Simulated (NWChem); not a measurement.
System: CH6O2Si; SMILES C[SiH](O)O

The following NWChem deck was run.

```
start job
memory heap 200 mb stack 900 mb global 1100 mb
geometry units angstroms noautoz
  Si    -0.102369    -0.016913     0.256188
  C     -0.108928    -1.799362    -0.241598
  O     -1.511005     0.651696    -0.328691
  O      1.261025     0.665194    -0.414111
  H     -0.057883     0.194456     1.740132
  H     -0.142570    -1.879353    -1.339181
  H      0.798798    -2.310542     0.112077
  H     -0.988385    -2.318917     0.167079
  H     -1.770157     1.511973     0.010683
  H      1.530530     1.529288    -0.092908
end
basis spherical
  * library 6-31g*
end
dft
  xc xpbe96 cpbe96
  iterations 150
end
tddft
  cis
  nroots 8
  notriplet
end
task tddft energy
```

Excerpt of the output:

```
             Northwest Computational Chemistry Package (NWChem) 7.3.0
             --------------------------------------------------------

 CS  symmetry detected

                             Geometry "geometry" -> ""
                             -------------------------

 Output coordinates in angstroms (scale by  1.889725989 to convert to a.u.)

  No.       Tag          Charge          X              Y              Z
 ---- ---------------- ---------- -------------- -------------- --------------
    1 Si                  14.0000     0.33389452     0.06720953     0.00000000
    2 C                    6.0000    -0.19406442    -1.70654806     0.00000000
    3 O                    8.0000    -0.28253037     0.75314544    -1.38668885
    4 O                    8.0000    -0.28253037     0.75314544     1.38668885
    5 H                    1.0000     1.82188102     0.25333261     0.00000000
    6 H                    1.0000    -1.29336324    -1.76787386     0.00000000
    7 H                    1.0000     0.17855637    -2.22832580     0.89402394
    8 H                    1.0000     0.17855637    -2.22832580    -0.89402394
    9 H                    1.0000     0.06235938     1.60961037    -1.65117843
   10 H                    1.0000     0.06235938     1.60961037     1.65117843

 Effective nuclear repulsion energy (a.u.)     182.6028288258

      Symmetry information
      --------------------

 Group name             Cs
 Group number              2
 Group order               2
 No. of unique centers     7

  pbe96 is a nonlocal functional; adding pw91lda local functional.

                                 NWChem DFT Module
                                 -----------------

 Summary of "ao basis" -> "ao basis" (spherical)
 ------------------------------------------------------------------------------
       Tag                 Description            Shells   Functions and Types
 ---------------- ------------------------------  ------  ---------------------
 Si                          6-31g*                  8       18   4s3p1d
 C                           6-31g*                  6       14   3s2p1d
 O                           6-31g*                  6       14   3s2p1d
 H                           6-31g*                  2        2   2s

      Symmetry analysis of basis
      --------------------------

        a'         45
        a"         27

            General Information
            -------------------
          SCF calculation type: DFT
          Wavefunction type:  closed shell.
          No. of atoms     :    10
          No. of electrons :    42
           Alpha electrons :    21
            Beta electrons :    21
          Charge           :     0
          Spin multiplicity:     1
          Use of symmetry is: off; symmetry adaption is: on
          Maximum number of iterations: 150
          AO basis - number of functions:    72
                     number of shells:    38
          Convergence on energy requested:  1.00D-06
          Convergence on density requested:  1.00D-05
          Convergence on gradient requested:  5.00D-04

              XC Information
              --------------
          PerdewBurkeErnzerhof Exchange Functional  1.000
            Perdew 1991 LDA Correlation Functional  1.000 local
           PerdewBurkeErnz. Correlation Functional  1.000 non-local

             Grid Information
             ----------------
          Grid used for XC integration:  medium
          Radial quadrature: Mura-Knowles
          Angular quadrature: Lebedev.
          Tag              B.-S. Rad. Rad. Pts. Rad. Cut. Ang. Pts.
          ---              ---------- --------- --------- ---------
          Si                  1.10       88           8.0       590
          C                   0.70       49          10.0       434
          O                   0.60       49          10.0       434
          H                   0.35       45          11.0       434
          Grid pruning is: on
          Number of quadrature shells:   505
          Spatial weights used:  Erf1

      Superposition of Atomic Density Guess
      -------------------------------------

[...]

                                NWChem TDDFT Module
                                -------------------

            General Information
            -------------------
           No. of orbitals :     144
            Alpha orbitals :      72
             Beta orbitals :      72
        Alpha frozen cores :       0
         Beta frozen cores :       0
     Alpha frozen virtuals :       0
      Beta frozen virtuals :       0
         Spin multiplicity :       1
    Number of AO functions :      72
        Use of symmetry is : off
      Symmetry adaption is : on
         Schwarz screening :  0.10D-07

              XC Information
              --------------
   PerdewBurkeErnzerhof Exchange Functional   1.00
     Perdew 1991 LDA Correlation Functional   1.00 local
    PerdewBurkeErnz. Correlation Functional   1.00 non-local

             TDDFT Information
             -----------------
          Calculation type : Tamm-Dancoff TDDFT
         Wavefunction type : Restricted singlets
          No. of electrons :      42
           Alpha electrons :      21
            Beta electrons :      21
              No. of roots :       8
          Max subspacesize :    5600
            Max iterations :     100
               Target root :       1
           Target symmetry : none
      Symmetry restriction : off
                 Algorithm : Optimal
        Davidson threshold :  0.10D-03

    8 smallest eigenvalue differences (eV)
--------------------------------------------------------
  No. Spin  Occ  Vir  Irrep   E(Occ)    E(Vir)   E(Diff)
--------------------------------------------------------
    1    1   21   22 a"       -0.249     0.017     7.239
    2    1   20   22 a'       -0.249     0.017     7.240
    3    1   21   23 a'       -0.249     0.040     7.863
    4    1   20   23 a"       -0.249     0.040     7.865
    5    1   19   22 a'       -0.278     0.017     8.034
    6    1   18   22 a"       -0.291     0.017     8.397
    7    1   21   24 a"       -0.249     0.068     8.630
    8    1   20   24 a'       -0.249     0.068     8.631
--------------------------------------------------------

  Entering Davidson iterations
  Restricted singlet excited states

  Iter   NTrls   NConv    DeltaV     DeltaE      Time
  ----  ------  ------  ---------  ---------  ---------
    1      8       0     0.18E+00   0.10+100        5.0
    2     16       0     0.31E-01   0.22E-01        5.1
    3     24       0     0.45E-02   0.92E-03        5.1
    4     32       2     0.48E-03   0.20E-04        5.1
    5     38       8     0.83E-04   0.30E-06        4.6
  ----  ------  ------  ---------  ---------  ---------
  Convergence criterion met

  Ground state a'       -481.341199144735 a.u.

  ----------------------------------------------------------------------------
  Root   1 singlet a'             0.271227779 a.u.                7.3805 eV
  ----------------------------------------------------------------------------
     Transition Moments    X  0.17457   Y -0.12967   Z -0.00000
     Dipole Oscillator Strength                    0.0085509553
     Electric Quadrupole                           0.0000000049
     Magnetic Dipole                               0.0000026378
     Total Oscillator Strength                     0.0085535980

     Occ.   19  a'  ---  Virt.   22  a'      -0.05058
     Occ.   20  a'  ---  Virt.   22  a'      -0.98985
     Occ.   21  a"  ---  Virt.   23  a"       0.10549
  ----------------------------------------------------------------------------
  Root   2 singlet a"             0.279133632 a.u.                7.5956 eV
  ----------------------------------------------------------------------------
     Transition Moments    X -0.00000   Y  0.00000   Z -0.40748
     Dipole Oscillator Strength                    0.0308980548
     Electric Quadrupole                           0.0000000800
     Magnetic Dipole                               0.0000016010
     Total Oscillator Strength                     0.0308997358

     Occ.   18  a"  ---  Virt.   22  a'      -0.10388
     Occ.   19  a'  ---  Virt.   23  a"      -0.05863
     Occ.   20  a'  ---  Virt.   23  a"       0.24727
     Occ.   20  a'  ---  Virt.   25  a"       0.05606
     Occ.   21  a"  ---  Virt.   22  a'       0.95151
     Occ.   21  a"  ---  Virt.   27  a'       0.06287
  ----------------------------------------------------------------------------
  Root   3 singlet a"             0.295945804 a.u.                8.0531 eV
  ----------------------------------------------------------------------------
     Transition Moments    X -0.00000   Y  0.00000   Z -0.29352
     Dipole Oscillator Strength                    0.0169975246
     Electric Quadrupole                           0.0000000660
     Magnetic Dipole                               0.0000026219
     Total Oscillator Strength                     0.0170002125

     Occ.   18  a"  ---  Virt.   22  a'      -0.27802
     Occ.   19  a'  ---  Virt.   23  a"      -0.12455
     Occ.   20  a'  ---  Virt.   23  a"      -0.92570
     Occ.   20  a'  ---  Virt.   25  a"       0.05227
     Occ.   21  a"  ---  Virt.   22  a'       0.18784
     Occ.   21  a"  ---  Virt.   24  a'      -0.05342
     Occ.   21  a"  ---  Virt.   27  a'       0.05668
  ----------------------------------------------------------------------------
  Root   4 singlet a'             0.298936655 a.u.                8.1345 eV
  ----------------------------------------------------------------------------
     Transition Moments    X -0.06553   Y  0.08526   Z  0.00000
     Dipole Oscillator Strength                    0.0023044969
     Electric Quadrupole                           0.0000000205
     Magnetic Dipole                               0.0000003814
     Total Oscillator Strength                     0.0023048989

[...]
```

Level: PBE/6-31G* (spherical d), TDA. Coordinates come from a PBE0/def2-SVP optimisation.
